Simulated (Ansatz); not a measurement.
`[Br][Ge][Br]` + H–F → `[F][Ge][Br]` + HBr at 600 K and 1 bar (ligand exchange at a Ge–Br bond).

Calculated with Ansatz (gas phase, PBE0-D4/def2-TZVP geometries, no zero-point term in ΔE). CCSD(T)/CBS adds triple-zeta CCSD(T) − MP2 to the extrapolated MP2 energy (def2 sets, frozen cores). This one scheme is used for every species. For Br, Ge outer-core shells are correlated without core-valence functions, which leaves a few kJ/mol of doubt a bond. Scalar relativity is left out up to krypton.

| species | CCSD(T)/CBS energy (Eh) | H − E (kJ/mol) | S (J/(mol·K)) |
| --- | --- | --- | --- |
| `[Br][Ge][Br]` | -7222.82910 | 35.3 | 358.3 |
| H–F | -100.39570 | 42.3 | 194.0 |
| `[F][Ge][Br]` | -4749.29775 | 36.2 | 338.9 |
| HBr | -2573.91920 | 33.5 | 219.1 |

H − E and S are ideal-gas, rigid-rotor, harmonic terms from PBE0-D4/def2-TZVP. 1 Eh = 2625.50 kJ/mol, R = 8.31446 J/(mol·K).

By hand: ΔE, ΔH, ΔS and ΔG.

ΔE = (-4749.29775) + (-2573.91920) − (-7222.82910) − (-100.39570) = 0.00785 Eh = 20.6 kJ/mol. Δ(H − E) = 36.2 + 33.5 − 35.3 − 42.3 = -7.9, so ΔH = 12.7 kJ/mol. ΔS = 338.9 + 219.1 − 358.3 − 194.0 = 5.7 J/(mol·K). ΔG = 12.7 − 600 × (5.7)/1000 = 9.3 kJ/mol.

By hand: the equilibrium constant, and the temperature at which ΔG would vanish if ΔH and ΔS stayed fixed.

log₁₀ K = −ΔG/(RT ln 10) = -0.8. ΔG = 0 at ΔH/ΔS = 2228 K, though so small a ΔS makes that figure unsure.

The number of gas molecules stays the same, so ΔS is small and ΔH decides. A doubt of 5 kJ/mol in ΔE shifts log₁₀ K by 0.4 here. These are equilibria of isolated gas molecules and say nothing of rates. Largest T1 diagnostic: 0.012 (customary marks: 0.02 for closed shells, 0.045 for open ones).
